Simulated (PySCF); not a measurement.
PySCF input file for Si(AsH2)(F)3 (AsF₃H₂Si), SMILES F[Si](F)(F)[AsH2], TDDFT-PBE/def2-SVPD. The structure is a stationary point at B3LYP-D3(BJ)/def2-SVP.

```python
import numpy as np
from pyscf import gto, scf, dft, tdscf

mol = gto.M(
    atom='''
    F    -1.44591468   -0.75565346    1.29692532
    Si   -0.86768432    0.00222916   -0.00000000
    F    -1.44591468   -0.75565368   -1.29692519
    F    -1.51099276    1.47801197   -0.00000013
    As    1.47744538   -0.05292572    0.00000000
    H     1.50864092    1.00749841   -1.10223550
    H     1.50864092    1.00749861    1.10223531
    ''',
    basis='def2-SVPD',
    charge=0,
    spin=0,
    symmetry=True,
    max_memory=1600,
    verbose=4,
)
mf = dft.RKS(mol, xc='pbe').density_fit(auxbasis='def2-universal-jkfit')
mf.grids.level = 3
mf.conv_tol = 1e-9
mf.max_cycle = 100
mf.kernel()
mf.grids = dft.Grids(mol).set(level=1).build(with_non0tab=True)  # coarser grid for the response kernel
td = tdscf.TDDFT(mf)
td.singlet = True
td.nstates = 10
td.conv_tol = 1e-4
td.positive_eig_threshold = 1e-6
td.kernel(x0=td.get_init_guess(mf, 15))
td.analyze()
tt = tdscf.TDA(mf)
tt.singlet = False
tt.nstates = 4
tt.conv_tol = 1e-4
tt.positive_eig_threshold = 1e-6
tt.kernel(x0=tt.get_init_guess(mf, 9))
tt.analyze(verbose=3)
```

Log of the run:

```
PySCF version 2.14.0

[INPUT] verbose = 4
[INPUT] num. atoms = 7
[INPUT] num. electrons = 76
[INPUT] charge = 0
[INPUT] spin (= nelec alpha-beta = 2S) = 0
[INPUT] symmetry True subgroup None
[INPUT] Mole.unit = angstrom
[INPUT] Symbol           X                Y                Z      unit          X                Y                Z       unit  Magmom
[INPUT]  1 F     -1.445914680000  -0.755653460000   1.296925320000 AA   -2.732382744688  -1.427978084480   2.450833658814 Bohr   0.0
[INPUT]  2 Si    -0.867684320000   0.002229160000   0.000000000000 AA   -1.639685727379   0.004212501888   0.000000000000 Bohr   0.0
[INPUT]  3 F     -1.445914680000  -0.755653680000  -1.296925190000 AA   -2.732382744688  -1.427978500220  -2.450833413150 Bohr   0.0
[INPUT]  4 F     -1.510992760000   1.478011970000  -0.000000130000 AA   -2.855362492601   2.793037832129  -0.000000245664 Bohr   0.0
[INPUT]  5 As     1.477445380000  -0.052925720000   0.000000000000 AA    2.791967132204  -0.100015115745   0.000000000000 Bohr   0.0
[INPUT]  6 H      1.508640920000   1.007498410000  -1.102235500000 AA    2.850918159112   1.903896065835  -2.082923219773 Bohr   0.0
[INPUT]  7 H      1.508640920000   1.007498610000   1.102235310000 AA    2.850918159112   1.903896443780   2.082922860725 Bohr   0.0

nuclear repulsion = 457.311678120178
point group symmetry = Cs
symmetry origin: [-4.47566721e-09 -7.45944449e-10 -4.72431535e-09]
symmetry axis x: [ 1.00000000e+00 -1.71483867e-09 -1.86945371e-09]
symmetry axis y: [-1.71483872e-09 -1.00000000e+00 -2.55260651e-08]
symmetry axis z: [-1.86945367e-09  2.55260650e-08 -1.00000000e+00]
num. orbitals of irrep A' = 90
num. orbitals of irrep A" = 57
number of shells = 59
number of NR pGTOs = 241
number of NR cGTOs = 147
basis = def2-SVPD
ecp = {}


******** <class 'pyscf.df.df_jk.DFSymAdaptedRKS'> ********
method = DFSymAdaptedRKS
initial guess = minao
damping factor = 0
level_shift factor = 0
DIIS = <class 'pyscf.scf.diis.CDIIS'>
diis_start_cycle = 1
diis_space = 8
diis_damp = 0
SCF conv_tol = 1e-09
SCF conv_tol_grad = None
SCF max_cycles = 100
direct_scf = False
XC library pyscf.dft.libxc version 7.1.2
    S. Lehtola, C. Steigemann, M. J. T. Oliveira, and M. A. L. Marques,  SoftwareX 7, 1–5 (2018)
XC functionals = pbe
    J. P. Perdew, K. Burke, and M. Ernzerhof,  Phys. Rev. Lett. 77, 3865 (1996)
    J. P. Perdew, K. Burke, and M. Ernzerhof,  Phys. Rev. Lett. 78, 1396 (1997)
    J. P. Perdew, K. Burke, and M. Ernzerhof,  Phys. Rev. Lett. 77, 3865 (1996)
    J. P. Perdew, K. Burke, and M. Ernzerhof,  Phys. Rev. Lett. 78, 1396 (1997)
radial grids:
    Treutler-Ahlrichs [JCP 102, 346 (1995); DOI:10.1063/1.469408] (M4) radial grids

becke partition: Becke, JCP 88, 2547 (1988); DOI:10.1063/1.454033
pruning grids: <function nwchem_prune>
grids dens level: 3
symmetrized grids: True
atomic radii adjust function: <function treutler_atomic_radii_adjust>
small_rho_cutoff = 0
Freeze 0 electrons in irreps []
    76 free electrons in irreps A' A"
Set gradient conv threshold to 3.16228e-05
Initial guess from minao.
tot grids = 102008
init E= -2824.5136848086
HOMO (A') = -0.296658415158901  LUMO (A') = -0.0617298091359979  gap/eV = 6.39273
cycle= 1 E= -2824.83409198288  delta_E= -0.32  |g|= 0.849  |ddm|= 3.71
HOMO (A") = -0.256054799179072  LUMO (A") = -0.0488434383455596  gap/eV = 5.63851
cycle= 2 E= -2824.43743812356  delta_E= 0.397  |g|= 1.77  |ddm|= 2.23
HOMO (A') = -0.263692417747574  LUMO (A') = -0.0423969823859878  gap/eV = 6.02176
cycle= 3 E= -2824.94998489612  delta_E= -0.513  |g|= 0.105  |ddm|= 1.47
HOMO (A') = -0.276010944392172  LUMO (A') = -0.0456180592149753  gap/eV = 6.26931
cycle= 4 E= -2824.95196301703  delta_E= -0.00198  |g|= 0.028  |ddm|= 0.225
HOMO (A') = -0.273460392333947  LUMO (A') = -0.0458627896170043  gap/eV = 6.19325
cycle= 5 E= -2824.95214841989  delta_E= -0.000185  |g|= 0.0174  |ddm|= 0.0749
HOMO (A') = -0.274317285350725  LUMO (A') = -0.045732457860765  gap/eV = 6.22011
cycle= 6 E= -2824.95223200802  delta_E= -8.36e-05  |g|= 0.0024  |ddm|= 0.0317
HOMO (A') = -0.27412508879927  LUMO (A') = -0.0456218357428164  gap/eV = 6.21789
cycle= 7 E= -2824.9522329183  delta_E= -9.1e-07  |g|= 0.00122  |ddm|= 0.00356
HOMO (A') = -0.274084991443457  LUMO (A') = -0.0456054337014717  gap/eV = 6.21725
cycle= 8 E= -2824.95223315191  delta_E= -2.34e-07  |g|= 0.000287  |ddm|= 0.00105
HOMO (A') = -0.274103833900989  LUMO (A') = -0.0456214747938612  gap/eV = 6.21732
cycle= 9 E= -2824.95223316927  delta_E= -1.74e-08  |g|= 3.9e-05  |ddm|= 0.000448
HOMO (A') = -0.274107140730963  LUMO (A') = -0.045623552655119  gap/eV = 6.21736
cycle= 10 E= -2824.95223316956  delta_E= -2.95e-10  |g|= 7.74e-06  |ddm|= 5.71e-05
HOMO (A') = -0.274105313123755  LUMO (A') = -0.0456223874519983  gap/eV = 6.21734
Extra cycle  E= -2824.95223316955  delta_E= 1.14e-11  |g|= 1.01e-05  |ddm|= 3.02e-05
converged SCF energy = -2824.95223316955
tot grids = 34592
Overwritten attributes  positive_eig_threshold  of <class 'pyscf.tdscf.rks.CasidaTDDFT'>


******** <class 'pyscf.tdscf.rks.CasidaTDDFT'> for <class 'pyscf.df.df_jk.DFSymAdaptedRKS'> ********
nstates = 10 singlet
deg_eia_thresh = 1.000e-03
wfnsym = None
conv_tol = 0.0001
eigh lindep = 1e-12
eigh level_shift = 0
eigh max_cycle = 100


Excitation energies (eV)
[6.5100664  6.57574724 7.00668134 7.67391856 7.72073455 7.90202524
 8.09944191 8.25248455 8.32107367 8.62251281]

** Singlet excitation energies and oscillator strengths **
Excited State   1:   A'      6.51007 eV    190.45 nm  f=0.1064
      38 -> 39       -0.41550
      38 -> 41       -0.56414
Excited State   2:   A"      6.57575 eV    188.55 nm  f=0.0069
      38 -> 40       -0.69068
Excited State   3:   A'      7.00668 eV    176.95 nm  f=0.0757
      36 -> 40       -0.10115
      37 -> 39        0.19484
      38 -> 39       -0.51023
      38 -> 41        0.40775
Excited State   4:   A"      7.67392 eV    161.57 nm  f=0.0028
      37 -> 40        0.46862
      38 -> 43       -0.52398
Excited State   5:   A'      7.72073 eV    160.59 nm  f=0.0128
      37 -> 39        0.31378
      37 -> 41       -0.18344
      38 -> 42       -0.60188
Excited State   6:   A'      7.90203 eV    156.90 nm  f=0.1782
      36 -> 40       -0.12284
      37 -> 39       -0.33621
      37 -> 41       -0.59058
Excited State   7:   A'      8.09944 eV    153.08 nm  f=0.0196
      37 -> 39        0.26087
      37 -> 41       -0.16654
      38 -> 42        0.18461
      38 -> 44        0.59335
Excited State   8:   A"      8.25248 eV    150.24 nm  f=0.0744
      36 -> 39        0.28347
      36 -> 41       -0.26177
      37 -> 40       -0.39543
      37 -> 43        0.11302
      38 -> 43       -0.40197
Excited State   9:   A'      8.32107 eV    149.00 nm  f=0.2387
      36 -> 43       -0.12311
      37 -> 39       -0.36592
      37 -> 41        0.24002
      37 -> 42       -0.14030
      38 -> 39       -0.14662
      38 -> 42       -0.26789
      38 -> 44        0.37359
Excited State  10:   A"      8.62251 eV    143.79 nm  f=0.0055
      36 -> 39        0.61560
      36 -> 41        0.30069
      37 -> 40        0.12334

** Transition electric dipole moments (AU) **
state          X           Y           Z        Dip. S.      Osc.
  1        -0.6598      0.4817      0.0000      0.6674      0.1064
  2        -0.0000     -0.0000     -0.2076      0.0431      0.0069
  3        -0.6493     -0.1401      0.0000      0.4412      0.0757
  4        -0.0000      0.0000      0.1229      0.0151      0.0028
  5        -0.0378      0.2576      0.0000      0.0678      0.0128
  6        -0.8459     -0.4524      0.0000      0.9202      0.1782
  7         0.3115      0.0429      0.0000      0.0989      0.0196
  8         0.0000      0.0000      0.6068      0.3682      0.0744
  9        -0.9883      0.4407      0.0000      1.1709      0.2387
 10         0.0000      0.0000      0.1616      0.0261      0.0055

** Transition velocity dipole moments (imaginary part, AU) **
state          X           Y           Z        Dip. S.      Osc.
  1        -0.1589      0.1211      0.0000      0.0399      0.1112
  2         0.0000     -0.0000     -0.0492      0.0024      0.0067
  3        -0.1665     -0.0376     -0.0000      0.0291      0.0754
  4         0.0000      0.0000      0.0369      0.0014      0.0032
  5        -0.0097      0.0766     -0.0000      0.0060      0.0140
  6        -0.2474     -0.1365     -0.0000      0.0799      0.1833
  7         0.0892      0.0122     -0.0000      0.0081      0.0182
  8         0.0000     -0.0000      0.1876      0.0352      0.0774
  9        -0.3039      0.1407      0.0000      0.1122      0.2445
 10        -0.0000      0.0000      0.0550      0.0030      0.0064

** Transition magnetic dipole moments (imaginary part, AU) **
state          X           Y           Z
  1        -0.0000      0.0000     -0.3857
  2        -0.4096     -0.3727     -0.0000
  3         0.0000     -0.0000      0.7169
  4        -0.1777      0.5971     -0.0000
  5        -0.0000     -0.0000     -0.3511
  6        -0.0000     -0.0000      0.4729
  7        -0.0000     -0.0000      0.2469
  8         0.6807      0.5598      0.0000
  9        -0.0000      0.0000     -0.5019
 10        -0.1697      0.0058     -0.0000
Overwritten attributes  positive_eig_threshold  of <class 'pyscf.tdscf.rks.TDA'>


******** <class 'pyscf.tdscf.rks.TDA'> for <class 'pyscf.df.df_jk.DFSymAdaptedRKS'> ********
nstates = 4 triplet
deg_eia_thresh = 1.000e-03
wfnsym = None
conv_tol = 0.0001
eigh lindep = 1e-12
eigh level_shift = 0
eigh max_cycle = 100


Excitation energies (eV)
[5.64493921 5.78715153 6.19137608 6.98370972]

** Triplet excitation energies and oscillator strengths **
Excited State   1:   A'      5.64494 eV    219.64 nm  f=0.0000
Excited State   2:   A"      5.78715 eV    214.24 nm  f=0.0000
Excited State   3:   A'      6.19138 eV    200.25 nm  f=0.0000
Excited State   4:   A"      6.98371 eV    177.53 nm  f=0.0000
```

Self-consistency was reached.
